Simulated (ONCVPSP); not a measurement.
# Which change was made? (Xe, ONCV)

```
Element                 : xenon (Xe)
Generator               : ONCVPSP 4.0.1
Type                    : optimised norm-conserving Vanderbilt (ONCV)
Functional              : PBE
Relativity              : fully relativistic
Frozen core             : [Ar] 3d10
Valence charge          : 26
Reference configuration : 4s2 4p6 4d10 5s2 5p6
Partial waves           : 4s+5s: rc 1.10 bohr, ncon 4, nbas 8, qcut 14 1/bohr, 2 projectors; 4p+5p: rc 1.40 bohr, ncon 5, nbas 9, qcut 9.5 1/bohr, 2 projectors; 4d: rc 1.15 bohr, ncon 3, nbas 8, qcut 11.1 1/bohr, 1 projector
Local potential         : polynomial inside 0.70 bohr (lpopt 5, dvloc0 1 Ha)
Core correction         : Teter function fitted to the true core (icmod 2), fcfact 0.3
```

Open shells are filled in proportion to 2j + 1.

Cutoffs, loose and tight: the cutoffs (Ha) at which the residual kinetic energy of the hardest occupied pseudo-wave falls to 1 and 0.1 mHa per electron. They do not see the model core or the augmentation charge, which bear on the density cutoff. Test errors are all-electron minus pseudo excitation energies from the reference, over the configurations 4s2 4p6 4d10 5s2 5p5; 4s2 4p6 4d10 5s2 5p4; 4s2 4p6 4d10 5s2 5p3; 4s2 4p6 4d9 5s2 5p6; variants that change the core or the reference have their own tests.

The base gives: outcome: generated; cutoff, loose: 63 Ha; cutoff, tight: 73 Ha; bound ghosts: none; GHOST(+) flags above zero: s; largest test error (meV): +39.

**Question.** After one change the result is: outcome: generated; cutoff, loose: 63 Ha; cutoff, tight: 73 Ha; bound ghosts: none; GHOST(+) flags above zero: s; largest test error (meV): +55. Which change was it?
A. d: rc 1.66
B. d: rc 0.8
C. d: rc 1.28

**Answer.** C. The others give: d: rc 0.8 → outcome: generated; cutoff, loose: 63 Ha; cutoff, tight: 174 Ha; bound ghosts: none; GHOST(+) flags above zero: s; largest test error (meV): +29 | d: rc 1.66 → outcome: generated; cutoff, loose: 63 Ha; cutoff, tight: 73 Ha; bound ghosts: none; GHOST(+) flags above zero: s; largest test error (meV): +141.
